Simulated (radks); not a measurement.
Numerical settings for the iron ion Fe3+, [Ar] 3d5. All-electron calculation, scalar-relativistic Kohn-Sham, PBE, spin-polarised, spherical densities, point nucleus; open shells are filled with parallel spins first. Program: a radial shooting solver on a logarithmic mesh with Libxc functionals. The defaults (mesh step 0.008 in ln r, mesh end at 40 bohr or more with all orbitals vanishing there, Anderson mixing 0.5 over 9 steps, residual threshold near 1e-9 with the energy settled to 1e-9 hartree or 1e-11 of itself, here a cap of 77 iterations) give E = -1270.5318 hartree and 3d at -45.181 eV in 15 iterations. Run on one thread of a shared host, so times are rough (Arm Neoverse V2): 0.13 s of CPU time, 0.13 s wall, 15 iterations on 2476 mesh points. Changes against that run (0 stands for a change within the tolerance of the run):

| setting | iterations | converged | E (mhartree) | e(3d) (meV) | CPU (s) |
|---|---|---|---|---|---|
| mesh step in ln r 0.003 | 15 | yes | 0 | 0 | 0.32 |
| mesh step in ln r 0.12 | 2 | no | diverged | - | 0.02 |
| mesh step in ln r 0.02 | 15 | yes | 0 | 0 | 0.06 |
| mesh end (bohr) 1 | 13 | level above zero | +5.24e+04 | +1.98e+05 | 0.09 |
| mesh end (bohr) 5 | 15 | yes | +0.169 | +9.93 | 0.12 |
| residual threshold 0.001 | 10 | yes | 0 | +0.0082 | 0.1 |
| residual threshold 1e-05 | 10 | yes | 0 | +0.0082 | 0.1 |
| mixing 0.01 | 20 | yes | 0 | 0 | 0.17 |
| linear mixing, mixing 0.5 | 30 | yes | 0 | 0 | 0.21 |
| linear mixing, mixing 1 | 77 | no | +2.72e+03 | -4.3e+04 | 0.9 |
| mixing history 2 | 18 | yes | 0 | 0 | 0.14 |
| iteration cap 8 | 8 | no | 0 | +0.0135 | 0.07 |

Settled on a wrong energy, with an occupied level pushed above zero by the early mesh end: mesh end (bohr) 1 (+52.4 hartree). Apart from these: no run marked as converged misses the energy by more than 1 mhartree. A mesh that ends early acts as a hard wall.
